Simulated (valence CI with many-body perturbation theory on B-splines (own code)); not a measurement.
Values are calculated unless marked as measured or tabulated.
# Level structure of Ru XXXVIII

Method: configuration interaction combined with many-body perturbation theory (CI+MBPT): five valence electrons over a frozen Dirac-Fock core [He], a basis of 9 s, 9 p, 8 d, 6 f, 3 g, 1 h functions for each j, with the one-electron correlation potential Σ1 (screened to all orders), the two-electron term Σ2, the three-electron term Σ3, Breit, model QED; selected single and double excitations, second order for the rest (own B-spline code, finite nucleus).

The last digits are not significant, and no measured levels were compared; by estimate large intervals hold to a few tenths of a per cent, small ones and those within an open d or f shell to about a per cent. Among the levels kept, up to 1800 cm⁻¹ of a level comes from second order outside the variational space, and about a tenth of that is noise between levels of different J, which matters for small intervals.

Levels 46 to 84 of 84, with energies above the lowest level, (2s^2 2p1/2^2 2p3/2) J=3/2. "Leading %" is the weight of the configuration and term that name the level; weights of strongly mixed levels are sums over their largest components and can fall short. In the jj column 3d3/2^4 stands for four electrons in 3d with j = 3/2.

```tsv
No.	Configuration	Term	J	E (Ry)	Leading %	Second component	g	Leading jj
46	2s2 2p2 3d	4D	3/2	237.53	40	26 % 2s2 2p2 3d 2D	1.146	2s^2 2p1/2 2p3/2 3d5/2 (74 %)
47	2s2 2p2 3d	2G	9/2	237.89	56	44 % 2s2 2p2 3d 4F	1.201	2s^2 2p1/2 2p3/2 3d5/2 (98 %)
48	2s2 2p2 3d	4D	5/2	238.04	38	27 % 2s2 2p2 3d 2F	1.169	2s^2 2p1/2 2p3/2 3d5/2 (50 %)
49	2s2 2p2 3d	4P	3/2	238.10	44	28 % 2s2 2p2 3d 2P	1.385	2s^2 2p1/2 2p3/2 3d3/2 (74 %)
50	2s2 2p2 3d	4P	1/2	238.27	42	31 % 2s2 2p2 3d 2S	1.956	2s^2 2p1/2 2p3/2 3d3/2 (90 %)
51	2s2 2p2 3s	2S	1/2	238.63	57	13 % 2s2 2p2 3s 4P	1.752	2s^2 2p3/2^2 3s (77 %)
52	2s2 2p2 3d	2D	5/2	238.80	59	17 % 2s2 2p2 3d 4P	1.201	2s^2 2p1/2 2p3/2 3d5/2 (84 %)
53	2s2 2p2 3d	2F	7/2	239.03	58	26 % 2s2 2p2 3d 2G	1.098	2s^2 2p1/2 2p3/2 3d5/2 (88 %)
54	2s2 2p2 3d	2D	3/2	239.12	62	25 % 2s2 2p2 3d 2P	0.943	2s^2 2p1/2 2p3/2 3d5/2 (96 %)
55	2s 2p3 3p	6P	3/2	239.44	40	23 % 2s 2p3 3p 4P	1.874	2s 2p1/2^2 2p3/2 3p1/2 (87 %)
56	2s2 2p2 3d	2P	1/2	239.44	57	21 % 2s2 2p2 3d 2S	1.175	2s^2 2p1/2 2p3/2 3d5/2 (79 %)
57	2s 2p3 3s	4D°	1/2	239.51	46	33 % 2s 2p3 3s 2P°	0.671	2s 2p1/2^2 2p3/2 3s (91 %)
58	2s 2p3 3p	6P	5/2	239.61	29	18 % 2s 2p3 3p 4P	1.499	2s 2p1/2^2 2p3/2 3p1/2 (83 %)
59	2s 2p3 3s	2P°	3/2	239.72	26	21 % 2s 2p3 3s 2D°	1.349	2s 2p1/2^2 2p3/2 3s (92 %)
60	2s2 2p2 3p	2P°	3/2	240.69	26	21 % 2s2 2p2 3p 4S°	1.416	2s^2 2p3/2^2 3p1/2 (95 %)
61	2s2 2p2 3p	2D°	5/2	240.95	46	24 % 2s2 2p2 3p 2F°	1.181	2s^2 2p3/2^2 3p1/2 (95 %)
62	2s 2p3 3p	6P	7/2	242.21	50	36 % 2s 2p3 3p 4D	1.533	2s 2p1/2^2 2p3/2 3p3/2 (89 %)
63	2s2 2p2 3p	2P°	1/2	242.66	59	26 % 2s2 2p2 3p 2S°	0.966	2s^2 2p3/2^2 3p3/2 (55 %)
64	2s 2p3 3p	4P	3/2	242.68	43	19 % 2s 2p3 3p 2P	1.625	2s 2p1/2^2 2p3/2 3p3/2 (91 %)
65	2s2 2p2 3p	2D°	5/2	242.88	52	33 % 2s2 2p2 3p 4P°	1.290	2s^2 2p3/2^2 3p3/2 (96 %)
66	2s2 2p2 3p	4D°	7/2	242.92	54	42 % 2s2 2p2 3p 2F°	1.299	2s^2 2p3/2^2 3p3/2 (94 %)
67	2s 2p3 3p	4D	1/2	242.93	39	24 % 2s 2p3 3p 4P	1.079	2s 2p1/2^2 2p3/2 3p1/2 (68 %)
68	2s 2p3 3p	4F	3/2	243.21	31	26 % 2s 2p3 3p 2D	0.906	2s 2p1/2^2 2p3/2 3p1/2 (93 %)
69	2s 2p3 3p	4P	5/2	243.30	38	24 % 2s 2p3 3p 6P	1.488	2s 2p1/2^2 2p3/2 3p3/2 (86 %)
70	2s2 2p2 3p	2P°	1/2	243.45	81	9 % 2s2 2p2 3p 4P°	0.881	2s^2 2p3/2^2 3p1/2 (56 %)
71	2s 2p3 3p	4P	1/2	243.71	41	29 % 2s 2p3 3p 2P	1.800	2s 2p1/2^2 2p3/2 3p3/2 (66 %)
72	2s 2p3 3s	4D°	5/2	244.61	47	36 % 2s 2p3 3s 6S°	1.589	2s 2p1/2 2p3/2^2 3s (89 %)
73	2s2 2p2 3p	2P°	3/2	244.84	60	15 % 2s2 2p2 3p 2D°	1.293	2s^2 2p3/2^2 3p3/2 (90 %)
74	2s2 2p2 3p	2P°	3/2	245.59	29	22 % 2s 2p3 3s 4S°	1.368	2s 2p1/2 2p3/2^2 3s (54 %)
75	2s2 2p2 3p	2P°	3/2	245.86	33	13 % 2s 2p3 3s 2D°	1.339	2s^2 2p3/2^2 3p3/2 (61 %)
76	2s 2p3 3p	4F	5/2	246.22	22	19 % 2s 2p3 3p 2D	1.218	2s 2p1/2^2 2p3/2 3p3/2 (92 %)
77	2s 2p3 3d	6D°	5/2	246.26	40	27 % 2s 2p3 3d 4D°	1.396	2s 2p1/2^2 2p3/2 3d3/2 (87 %)
78	2s 2p3 3d	6D°	7/2	246.34	38	16 % 2s 2p3 3d 4F°	1.402	2s 2p1/2^2 2p3/2 3d3/2 (55 %)
79	2s 2p3 3d	6D°	3/2	246.36	48	18 % 2s 2p3 3d 4P°	1.567	2s 2p1/2^2 2p3/2 3d3/2 (87 %)
80	2s 2p3 3d	6D°	1/2	246.41	52	35 % 2s 2p3 3d 4P°	2.722	2s 2p1/2^2 2p3/2 3d3/2 (88 %)
81	2s 2p3 3s	4D°	7/2	246.61	82	4 % 2s 2p3 3d 6D°	1.403	2s 2p1/2 2p3/2^2 3s (82 %)
82	2s 2p3 3p	4D	3/2	246.72	24	15 % 2s 2p3 3p 2P	1.206	2s 2p1/2^2 2p3/2 3p3/2 (91 %)
83	2s 2p3 3d	6D°	9/2	246.86	51	36 % 2s 2p3 3d 4F°	1.416	2s 2p1/2^2 2p3/2 3d5/2 (90 %)
84	2s 2p3 3p	4P	1/2	246.97	50	12 % 2s 2p3 3p 2S	1.823	2s 2p1/2^2 2p3/2 3p3/2 (91 %)
```
